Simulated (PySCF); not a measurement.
Job file and geometry (Å, from PBE0-D3(BJ)/def2-SVP) of an NMR shielding run on `P[Si@@H]1CC[SiH2]P1`, C$_{2}$H$_{10}$P$_{2}$Si$_{2}$, PySCF 2.14.0, density-fitted response routines, GIAO PBE0/pcSseg-1 NMR shielding, non-relativistic, gas phase; density fitting, a coarse starting grid and PySCF grid level 2 are the driver's defaults:

```
{"job": {"kind": "nmr", "xc": "PBE0", "basis": "pcSseg-1"}, "charge": 0, "multiplicity": 1}
P      2.480711    -0.359775     0.101509
Si     0.628663     0.138232    -1.105436
C     -0.506100     1.236186    -0.048107
C     -1.223679     0.381362     1.003177
Si    -2.040362    -1.090110     0.131164
P     -0.516890    -1.814409    -1.398242
H      3.210114     0.810718    -0.277926
H      3.057404    -1.168487    -0.925491
H      0.939029     0.782102    -2.418575
H      0.069700     2.060238     0.407465
H     -1.236345     1.710000    -0.728558
H     -1.964733     0.965091     1.575198
H     -0.499913    -0.018672     1.734974
H     -3.254113    -0.629785    -0.613038
H     -2.429778    -2.195225     1.058376
H      0.249678    -2.502552    -0.403585
```

Question: Write the output of this run.

Answer: 
```
coarse grid: 14872 points
cycle   1  E = -1343.2236272858  dE =  2.375e-01  |g| = 3.532e-01  |ddm| = 3.647e+00
cycle   2  E = -1343.2106737439  dE =  1.295e-02  |g| = 4.163e-01  |ddm| = 7.578e-01
cycle   3  E = -1343.2566243778  dE = -4.595e-02  |g| = 4.755e-02  |ddm| = 4.498e-01
cycle   4  E = -1343.2571641165  dE = -5.397e-04  |g| = 2.120e-02  |ddm| = 1.047e-01
cycle   5  E = -1343.2572988276  dE = -1.347e-04  |g| = 3.661e-03  |ddm| = 4.058e-02
cycle   6  E = -1343.2573025340  dE = -3.706e-06  |g| = 1.135e-03  |ddm| = 7.609e-03
final grid: 123840 points
cycle   7  E = -1343.2921914313  dE = -1.970e-05  |g| = 6.221e-03  |ddm| = 2.567e-02
cycle   8  E = -1343.2921830410  dE =  8.390e-06  |g| = 8.279e-03  |ddm| = 1.548e-02
cycle   9  E = -1343.2922016925  dE = -1.865e-05  |g| = 6.028e-04  |ddm| = 9.345e-03
cycle  10  E = -1343.2922017973  dE = -1.047e-07  |g| = 1.461e-04  |ddm| = 1.196e-03
cycle  11  E = -1343.2922018033  dE = -6.014e-09  |g| = 3.607e-05  |ddm| = 2.667e-04
cycle  12  E = -1343.2922018036  dE = -3.129e-10  |g| = 1.101e-05  |ddm| = 6.789e-05
converged SCF energy = -1343.2922018036

GIAO shielding tensors (ppm)
atom      isotropic    diamagn.    paramagn.     s11        s22        s33       span
  0 P      586.278     967.080    -380.802    517.977    578.817    662.040    144.063
  1 Si     350.748     880.962    -530.214    283.714    366.806    401.724    118.010
  2 C      172.067     253.537     -81.471    160.284    169.837    186.079     25.795
  3 C      174.168     252.003     -77.835    160.968    174.841    186.694     25.726
  4 Si     372.868     879.296    -506.428    288.346    391.948    438.309    149.963
  5 P      630.539     968.398    -337.859    542.423    649.165    700.029    157.606
  6 H       29.249      28.739       0.510     23.570     25.817     38.360     14.790
  7 H       29.644      28.770       0.874     23.856     27.906     37.170     13.314
  8 H       26.128      29.706      -3.578     22.705     23.331     32.348      9.643
  9 H       30.030      31.445      -1.416     24.967     27.448     37.673     12.706
 10 H       30.633      31.441      -0.808     25.699     27.733     38.466     12.767
 11 H       29.949      29.243       0.706     24.115     27.024     38.708     14.593
 12 H       30.574      31.214      -0.640     25.736     28.865     37.121     11.385
 13 H       27.200      28.448      -1.249     22.754     24.813     34.033     11.279
 14 H       26.529      27.797      -1.268     22.637     24.000     32.949     10.312
 15 H       30.870      30.410       0.459     24.992     28.448     39.169     14.177
```

Size and cost of the density-fitted run: 180 basis functions, 24 s wall time on 1 thread of an x86-64 server CPU, shared host.
